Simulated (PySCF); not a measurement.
Species: C8H8N2.
SMILES with atom numbers: `[CH:1]#[C:2][c:3]1[cH:4][cH:5][n:6][n:7]1[CH:8]1[CH2:9][CH2:10]1` (hydrogens: H11 on C1; H12 on C4; H13 on C5; H14 on C8; H15, H16 on C9; H17, H18 on C10)

Structure used (PBE0-D3(BJ)/def2-SVP), in Å, numbered top down from 1:
```
atom  x, y, z in Å
C1     2.0816    2.6228    0.3448
C2     1.7765    1.4505    0.2673
C3     1.4272    0.0817    0.1773
C4     2.2194   -1.0651    0.1895
C5     1.3026   -2.1202    0.0684
N6     0.0535   -1.6707   -0.0118
N7     0.1366   -0.3536    0.0580
C8    -1.0356    0.4641   -0.0297
C9    -2.3419   -0.0799    0.4491
C10   -2.1006    0.1086   -1.0204
H11    2.3548    3.6596    0.4131
H12    3.3013   -1.1027    0.2776
H13    1.4976   -3.1911    0.0371
H14   -0.7938    1.5143    0.1428
H15   -2.3200   -1.1067    0.8217
H16   -3.0157    0.6017    0.9741
H17   -2.6023    0.9232   -1.5486
H18   -1.9205   -0.7952   -1.6077
```

Level: PBE0/pcSseg-1 and PBE0/def2-SVPD in PySCF, non-relativistic, on one gas-phase PBE0-D3(BJ)/def2-SVP geometry that isn't relaxed in the solvent. The solvent is an IEF-PCM continuum (Bondi radii, 1.10 Å for H, scaled by 1.2). The model holds no explicit solvent molecules, cavitation or dispersion.

Gas phase at PBE0/pcSseg-1: HOMO -6.83 eV, LUMO -0.70 eV, dipole 1.67 D.

Question: What does the continuum do to the energy, the frontier levels and the dipole at PBE0/pcSseg-1 in acetone and water?

Answer: 
| solvent | ε | E(solvent) − E(gas) (kcal/mol) | polarisation term (kcal/mol) | distortion of the solute (kcal/mol) | HOMO (eV) | LUMO (eV) | dipole (D) |
| --- | --- | --- | --- | --- | --- | --- | --- |
| acetone | 20.49 | -5.40 | -6.11 | 0.71 | -6.98 | -0.83 | 2.35 |
| water | 78.36 | -5.76 | -6.58 | 0.82 | -6.99 | -0.84 | 2.41 |

The polarisation term is half the interaction of the solute with the surface charges that it induces; the rest is the cost of distorting the solute's density. The sum is the electrostatic part of solvation alone. From acetone to water the lowering changes by a factor 1.07, Onsager's factor (ε − 1)/(2ε + 1) by 1.06 and ε itself by 3.8.

Question: Which radius a makes the point-dipole formula ΔE = −[(ε − 1)/(2ε + 1)]·μ²/a³ give the value in water, with the gas-phase dipole?

Answer: μ = 0.656 au and |ΔE| = 0.00918 Eh give a = 1.50 Å; the farthest nucleus lies 4.37 Å from the centroid of the nuclei, so such a sphere wouldn't even hold the nuclei. The formula assumes a rigid point dipole at the centre of a sphere.

Question: Give the dipole vector in the frame of the coordinates (D, pointing from negative to positive charge), gas and water.

Answer: Gas (-0.20, 1.66, 0.01), solvent (-0.12, 2.41, 0.04). Its length changes by +44 % and its direction by 4°.

Question: Which ESP-fitted charges (PBE0/pcSseg-1) respond most in acetone (means over atoms taken as equivalent)?

Answer: 
| atoms | environment | gas (e) | solvent (e) | change |
| --- | --- | --- | --- | --- |
| N6 | pyridine-type nitrogen | -0.330 | -0.385 | -0.055 |
| C2 | alkyne carbon | -0.102 | -0.139 | -0.037 |
| N7 | pyrrole-type nitrogen | +0.321 | +0.357 | +0.036 |
| C8 | sp3 carbon bound to nitrogen | -0.194 | -0.220 | -0.026 |
| H14 | methine hydrogen | +0.189 | +0.214 | +0.025 |
| H11 | alkyne hydrogen | +0.296 | +0.320 | +0.024 |
| H16/H17 | methylene hydrogen | +0.155 | +0.172 | +0.017 |
| H12 | aromatic hydrogen | +0.221 | +0.238 | +0.017 |

Question: Which Mayer bond orders change most in acetone?

Answer: 
```json
{"bond": "C1–C2", "length (Å)": "1.214", "gas": "2.316", "solvent": "2.292", "change": "-0.024"}
{"bond": "N7–C3", "length (Å)": "1.367", "gas": "1.016", "solvent": "1.029", "change": "+0.013"}
{"bond": "C1–H11", "length (Å)": "1.074", "gas": "1.134", "solvent": "1.141", "change": "+0.007"}
{"bond": "N7–C8", "length (Å)": "1.432", "gas": "0.877", "solvent": "0.870", "change": "-0.007"}
{"bond": "C3–C4", "length (Å)": "1.394", "gas": "1.311", "solvent": "1.304", "change": "-0.007"}
{"bond": "C4–C5", "length (Å)": "1.403", "gas": "1.409", "solvent": "1.415", "change": "+0.006"}
{"bond": "C5–N6", "length (Å)": "1.330", "gas": "1.481", "solvent": "1.475", "change": "-0.006"}
{"bond": "C2–C3", "length (Å)": "1.416", "gas": "0.955", "solvent": "0.950", "change": "-0.005"}
```

Gas phase at PBE0/def2-SVPD: HOMO -6.83 eV, LUMO -0.75 eV, dipole 1.64 D.

Question: What does the continuum do to the energy, the frontier levels and the dipole at PBE0/def2-SVPD in acetone?

Answer: 
```tsv
solvent	ε	E(solvent) − E(gas) (kcal/mol)	polarisation term (kcal/mol)	distortion of the solute (kcal/mol)	HOMO (eV)	LUMO (eV)	dipole (D)
acetone	20.49	-5.12	-5.89	0.77	-6.97	-0.86	2.37
```

Question: How does the static polarisability (PBE0/def2-SVPD, frozen core, with the continuum's full static response) change?

Answer: 
```
 medium  isotropic (au)  principal values (au)  ⟨r²⟩ of the electrons (bohr²)
    gas           106.9     70.4, 115.2, 135.0                         1402.1
acetone           145.7     96.9, 151.8, 188.2                         1399.8
```

The isotropic value in acetone is 1.36 times the gas-phase one; no cavity-field correction is applied. ⟨r²⟩ is taken about the centre of nuclear charge.
